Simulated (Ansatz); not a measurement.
Two isomers of C3H6AlF: A = `F[C@H]1C[C@@H]1[AlH2]`, B = `C=C[CH2][AlH][F]`.

Computed with Ansatz on PBE0-D4/def2-TZVP structures; ΔE is electronic, products minus reactants. CBS: MP2 limit from def2 TZ/QZ plus the TZ coupled-cluster correction, frozen cores. DFT in def2-TZVPP. B3LYP here is the variant with VWN-RPA as its local correlation; programs differ in this. One conformer a species, not always the lowest.

(1) Which isomer does CCSD(T)/CBS put lower? Give the gap. (Estimate.)

(2) Give E(B) − E(A) in kJ/mol with CCSD(T)/def2-TZVPP, BLYP-D4, CCSD/def2-TZVPP, MP2/def2-TZVPP, CCSD(T)/def2-SVP, ωB97M-V, B3LYP-D4. (An estimate is asked.)

(3) Does the order hold for the free energy at 298.15 K (harmonic terms from PBE0-D4)? (Estimate.)

Largest T1 diagnostic: 0.012.

## Answers

(1) The calculation gave: B, by 309.4 kJ/mol.

(2) Computed: CCSD(T)/def2-TZVPP -303.4, BLYP-D4 -306.3, CCSD/def2-TZVPP -299.8, MP2/def2-TZVPP -309.8, CCSD(T)/def2-SVP -281.1, ωB97M-V -296.2, B3LYP-D4 -303.2. None reverses the order clearly.

(3) Computed: Yes: G(B) − G(A) = -301.4 kJ/mol, for one conformer each.

In def2-TZVPP, CCSD(T) changes the Hartree–Fock value by −12.1 kJ/mol (the triples alone add −3.6 kJ/mol) and MP2 by −18.5 kJ/mol. Leaving LDA and LC-ωPBE aside and taking each functional with its dispersion term where it has one, the values, not all of them listed here, spread over 25.1 kJ/mol, from r2SCAN-D4 to ωB97X-V. LDA lies +5.8 kJ/mol from PBE without D4.
